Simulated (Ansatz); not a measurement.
`CB(F)[SiH2]O` + `C=N` → `C=NB(C)F` + `O[SiH3]`  (cleavage of the B–Si bond)

Isolated molecules relaxed with PBE0-D4/def2-TZVP in Ansatz; ΔE leaves out vibrations. CBS: MP2 limit from def2 TZ/QZ plus the TZ coupled-cluster correction, frozen cores. This one scheme is used for every species. Functionals use def2-TZVPP. B3LYP here is the variant with VWN-RPA as its local correlation; programs differ in this. One conformer a species, not always the lowest.

```csv
level,ΔE (kJ/mol),difference from CCSD(T)/CBS
r2SCAN-D4,-120.2,-7.2
PBE0-D4,-113.9,-0.9
ωB97X-V,-112.1,0.9
ωB97M-V,-118.1,-5.1
B2PLYP,-121.8,-8.8
PBE,-113.1,-0.1
B3LYP,-123.0,-10.0
HF/def2-TZVPP,-124.0,-11.0
MP2/def2-TZVPP,-121.8,-8.8
CCSD/def2-TZVPP,-113.8,-0.8
HF/def2-QZVPP,-124.5,-11.5
MP2/def2-QZVPP,-121.9,-8.9
SCS-MP2/def2-QZVPP,-120.2,-7.2
HF/CBS(def2),-124.6,-11.6
MP2/CBS(def2),-121.7,-8.7
CCSD/CBS(def2),-113.8,-0.8
CCSD(T)/CBS,-113.0,0
```

Largest T1 diagnostic among the species: 0.013.
